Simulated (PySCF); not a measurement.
H3Cl2FOSi2 (SMILES F[Si](Cl)(Cl)O[SiH3]), singlet, geometry from GFN2-xTB, atoms displaced at random by about 0.08 Å a coordinate; PySCF with R2SCAN/STO-3G, gradient.

Here is a job for PySCF.
```python
from pyscf import gto, scf, dft

mol = gto.Mole()
mol.atom = '''
    F     0.872378   -0.429874    1.546516
    Si    0.372072    0.027600    0.275325
    Cl    1.483407   -0.930020   -1.179642
    Cl    0.890759    2.098861    0.142581
    O    -0.935017   -0.076209   -0.034074
    Si   -2.599324   -0.851178    0.145775
    H    -2.443100   -2.043311   -0.595555
    H    -3.359237    0.301659   -0.724436
    H    -3.071108   -0.862697    1.625793
'''
mol.basis = 'sto-3g'
mol.charge = 0
mol.spin = 0
mol.verbose = 4
mol.build()

mf = dft.RKS(mol)
mf.xc = 'r2scan'
mf.kernel()
g = mf.nuc_grad_method()
g.grid_response = True
grad = g.kernel()
```

Q: What does PySCF print? Leave out banner, timings and long lists.

A: 
```
PySCF version 2.14.0

[INPUT] verbose = 4
[INPUT] num. atoms = 9
[INPUT] num. electrons = 82
[INPUT] charge = 0
[INPUT] spin (= nelec alpha-beta = 2S) = 0
[INPUT] symmetry False subgroup None
[INPUT] Mole.unit = angstrom
[INPUT] Symbol           X                Y                Z      unit          X                Y                Z       unit  Magmom
[INPUT]  1 F      0.872378000000  -0.429874000000   1.546516000000 AA    1.648555497096  -0.812344128071   2.922491687258 Bohr   0.0
[INPUT]  2 Si     0.372072000000   0.027600000000   0.275325000000 AA    0.703114178619   0.052156441038   0.520288845246 Bohr   0.0
[INPUT]  3 Cl     1.483407000000  -0.930020000000  -1.179642000000 AA    2.803232961263  -1.757483090368  -2.229200305034 Bohr   0.0
[INPUT]  4 Cl     0.890759000000   2.098861000000   0.142581000000 AA    1.683290552991   3.966272463531   0.269439040567 Bohr   0.0
[INPUT]  5 O     -0.935017000000  -0.076209000000  -0.034074000000 AA   -1.766926051812  -0.144014138227  -0.064390527968 Bohr   0.0
[INPUT]  6 Si    -2.599324000000  -0.851178000000   0.145775000000 AA   -4.912010469009  -1.608493303255   0.275474825808 Bohr   0.0
[INPUT]  7 H     -2.443100000000  -2.043311000000  -0.595555000000 AA   -4.616789894925  -3.861298177311  -1.125435842115 Bohr   0.0
[INPUT]  8 H     -3.359237000000   0.301659000000  -0.724436000000 AA   -6.348037917506   0.570052893010  -1.368985634775 Bohr   0.0
[INPUT]  9 H     -3.071108000000  -0.862697000000   1.625793000000 AA   -5.803553018961  -1.630261058484   3.072303505235 Bohr   0.0

nuclear repulsion = 559.15069479542
number of shells = 29
number of NR pGTOs = 147
number of NR cGTOs = 49
basis = sto-3g
ecp = {}

******** <class 'pyscf.dft.rks.RKS'> ********
method = RKS
initial guess = minao
damping factor = 0
level_shift factor = 0
DIIS = <class 'pyscf.scf.diis.CDIIS'>
diis_start_cycle = 1
diis_space = 8
diis_damp = 0
SCF conv_tol = 1e-09
SCF conv_tol_grad = None
SCF max_cycles = 50
direct_scf = True
direct_scf_tol = 1e-13
XC library pyscf.dft.libxc version 7.1.2
    S. Lehtola, C. Steigemann, M. J. T. Oliveira, and M. A. L. Marques,  SoftwareX 7, 1–5 (2018)
XC functionals = r2scan
    J. W. Furness, A. D. Kaplan, J. Ning, J. P. Perdew, and J. Sun,  J. Phys. Chem. Lett. 11, 8208–8215 (2020)
    J. W. Furness, A. D. Kaplan, J. Ning, J. P. Perdew, and J. Sun,  J. Phys. Chem. Lett. 11, 9248–9248 (2020)
    J. W. Furness, A. D. Kaplan, J. Ning, J. P. Perdew, and J. Sun,  J. Phys. Chem. Lett. 11, 8208–8215 (2020)
    J. W. Furness, A. D. Kaplan, J. Ning, J. P. Perdew, and J. Sun,  J. Phys. Chem. Lett. 11, 9248–9248 (2020)
radial grids:
    Treutler-Ahlrichs [JCP 102, 346 (1995); DOI:10.1063/1.469408] (M4) radial grids

becke partition: Becke, JCP 88, 2547 (1988); DOI:10.1063/1.454033
pruning grids: <function nwchem_prune>
grids dens level: 3
symmetrized grids: False
atomic radii adjust function: <function treutler_atomic_radii_adjust>
small_rho_cutoff = 0
Set gradient conv threshold to 3.16228e-05
Initial guess from minao.
tot grids = 133888
init E= -1657.06450056941
  HOMO = -0.390738479155807  LUMO = -0.0632807528791968  gap/eV = 8.91058
cycle= 1 E= -1656.70902853834  delta_E= 0.355  |g|= 0.789  |ddm|= 3.76
  HOMO = -0.058697990742032  LUMO = 0.0901444339120872  gap/eV = 4.05021
cycle= 2 E= -1656.48930071409  delta_E= 0.22  |g|= 1.33  |ddm|= 2.88
  HOMO = -0.154513111064883  LUMO = 0.0622495286043346  gap/eV = 5.89841
cycle= 3 E= -1656.93243414666  delta_E= -0.443  |g|= 0.24  |ddm|= 1.79
  HOMO = -0.166338124267193  LUMO = 0.0909246564912167  gap/eV = 7.00048
cycle= 4 E= -1656.95110030135  delta_E= -0.0187  |g|= 0.0675  |ddm|= 0.511
  HOMO = -0.173243766034241  LUMO = 0.0871399130090199  gap/eV = 7.08540
cycle= 5 E= -1656.95245896745  delta_E= -0.00136  |g|= 0.0148  |ddm|= 0.113
  HOMO = -0.172275502385355  LUMO = 0.0857361460391809  gap/eV = 7.02085
cycle= 6 E= -1656.95255680772  delta_E= -9.78e-05  |g|= 0.00121  |ddm|= 0.0334
  HOMO = -0.172121948250498  LUMO = 0.0857336778562129  gap/eV = 7.01661
cycle= 7 E= -1656.95255744999  delta_E= -6.42e-07  |g|= 0.000277  |ddm|= 0.00309
  HOMO = -0.172100243554504  LUMO = 0.0857083951090456  gap/eV = 7.01533
cycle= 8 E= -1656.95255748713  delta_E= -3.71e-08  |g|= 5.84e-05  |ddm|= 0.000706
  HOMO = -0.172112072421204  LUMO = 0.0857144888910184  gap/eV = 7.01582
cycle= 9 E= -1656.95255748875  delta_E= -1.62e-09  |g|= 8.3e-06  |ddm|= 0.000128
  HOMO = -0.172113628057599  LUMO = 0.0857134346408928  gap/eV = 7.01583
cycle= 10 E= -1656.9525574888  delta_E= -4.55e-11  |g|= 1.24e-06  |ddm|= 2.18e-05
  HOMO = -0.172113124806491  LUMO = 0.0857135744435247  gap/eV = 7.01582
Extra cycle  E= -1656.95255748879  delta_E= 1.18e-11  |g|= 1.1e-06  |ddm|= 5.79e-06
converged SCF energy = -1656.95255748879

******** <class 'pyscf.grad.rks.Gradients'> for <class 'pyscf.dft.rks.RKS'> ********
unit = Eh/Bohr
grid_response = True
--------------- RKS gradients ---------------
         x                y                z
0 F    -0.0632067620     0.0624768447    -0.1728373222
1 Si    -0.2989719065    -0.1141282430     0.0775702657
2 Cl    -0.0192627991     0.0146087891     0.0200033432
3 Cl    -0.0021827951    -0.0003339011    -0.0015834260
4 O     0.4416950283     0.0743867510     0.0552527343
5 Si    -0.0248928561    -0.1152416041     0.0166716928
6 H     0.0031144830     0.0220919546     0.0023674020
7 H    -0.0193842344     0.0511830839    -0.0367126676
8 H    -0.0169081581     0.0049563250     0.0392679777
----------------------------------------------
```
